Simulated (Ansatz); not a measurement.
AlCu₃⁻. Charge -1, multiplicity 2. Geometry PBE-D4/def2-SVPD, basis def2-TZVPD, Ansatz.

Cartesian coordinates in Å:
```
Al -1.201 0.403 -0.768
Cu 0.246 -1.407 0.104
Cu -0.240 0.457 1.432
Cu 1.195 0.547 -0.769
```

```csv
run,HOMO (eV),LUMO (eV)
A,-0.10,0.16
B,0.09,0.42
C,0.01,0.63
D,-0.39,1.24
```

The structure comes from a short search, and lower isomers may exist.

HOMO and LUMO are taken over both spins.

Task: The runs used LDA (SPW92), PBE, PBE0, r2SCAN. Estimate which is which.

Result: A LDA (SPW92) (0 % exact exchange); B PBE (0 % exact exchange); C r2SCAN (0 % exact exchange); D PBE0 (25 % exact exchange). Exact exchange lowers occupied and raises empty levels; among semilocal functionals meta-GGAs tend to open the gap a little, and such runs are hard to tell apart. The gap grows from 0.26 eV (LDA (SPW92)) to 1.63 eV (PBE0). At PBE-D4/def2-TZVPD, r2SCAN-D4/def2-TZVPD the highest occupied level of the charge -1 doublet lies above zero (up to 0.09 eV). By energy differences its removal costs 2.03 eV (vertical, to the charge 0 triplet, at PBE-D4/def2-TZVPD); a positive level beside a positive removal energy at the same level points to self-interaction error.
